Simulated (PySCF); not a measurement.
Al(Cl)(OH)(SH) (AlClH2OS), SMILES [OH][Al]([SH])[Cl]. Geometry: B3LYP-D3(BJ)/def2-SVP. One conformer was computed; it need not be the lowest.

Computed equilibrium geometry at B3LYP-D3(BJ)/def2-SVP (PySCF confirms it by a frequency run) as bond lengths and angles, and its point group (one conformer of several):
point group Cs.
Atoms: Al1 Cl2 O3 H4 S5 H6. Bond lengths (Å): Al1–Cl2 2.101, Al1–O3 1.694, Al1–S5 2.171, O3–H4 0.961, S5–H6 1.355. Angles (°): Cl2–Al1–O3 122.2, Cl2–Al1–S5 119.6, O3–Al1–S5 118.2, Al1–O3–H4 126.8, Al1–S5–H6 92.1.
